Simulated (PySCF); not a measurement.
Mapped SMILES: `[OH:1][CH2:2][C:3]1=[CH:4][SiH2:5][C@H:6]2[CH2:7][C@@H:8]1[CH2:9]2` (H(Xn): hydrogen on atom n). Ha(C7), Ha(C9) are cis to C3 on the ring; Hb(C7), Hb(C9) are trans to C3 on the ring.

No solvent model, non-relativistic, equivalent nuclei averaged, one computed conformer. NMR shieldings at PBE0/pcSseg-1/GIAO; structure optimised with GFN2-xTB; PySCF.

Referencing at the same level of theory: TMS for $^{13}$C (186.93 ppm).

Problem. Do the $^{13}$C shifts follow the atomic charges (in e)? Tabulate both.

Solution. 
```json
{"atoms": "C3", "hybridisation": "sp2", "δ (ppm)": "184.6", "σ para (ppm)": "-258", "Hirshfeld": "+0.01", "IAO": "+0.02", "Mulliken": "-0.35", "ESP-fitted": "-0.24"}
{"atoms": "C4", "hybridisation": "sp2", "δ (ppm)": "115.5", "σ para (ppm)": "-185", "Hirshfeld": "-0.16", "IAO": "-0.47", "Mulliken": "-0.30", "ESP-fitted": "-0.29"}
{"atoms": "C2", "hybridisation": "sp3", "δ (ppm)": "75.3", "σ para (ppm)": "-128", "Hirshfeld": "+0.00", "IAO": "-0.05", "Mulliken": "+0.23", "ESP-fitted": "+0.26"}
{"atoms": "C7/C9", "hybridisation": "sp3", "δ (ppm)": "36.5", "σ para (ppm)": "-99", "Hirshfeld": "-0.07", "IAO": "-0.25", "Mulliken": "-0.07", "ESP-fitted": "-0.45"}
{"atoms": "C8", "hybridisation": "sp3", "δ (ppm)": "35.6", "σ para (ppm)": "-95", "Hirshfeld": "-0.03", "IAO": "-0.13", "Mulliken": "-0.25", "ESP-fitted": "+0.37"}
{"atoms": "C6", "hybridisation": "sp3", "δ (ppm)": "17.0", "σ para (ppm)": "-87", "Hirshfeld": "-0.11", "IAO": "-0.38", "Mulliken": "-0.52", "ESP-fitted": "+0.09"}
```

Correlation coefficients of δ with charge over these carbons: Hirshfeld +0.31, IAO +0.38, Mulliken -0.06, ESP-fitted -0.38; with the paramagnetic shielding -0.99. Among the 4 sp3 carbons alone: Hirshfeld +0.90, IAO +0.87, Mulliken +0.95, ESP-fitted +0.25. With so few points, grouped by hybridisation, these coefficients are fragile. Charge is one influence among several: hybridisation and low-lying excitations act through the paramagnetic term.

Shifts are as computed. Against solution values, carbons near 30 ppm lie about +3 ppm off and those near 130 ppm about +5 ppm. Of 1211 compounds with measured shifts, 218 miss one by over three times the rms of a fit or turn the order of signals round; such compounds aren't used in these exercises.
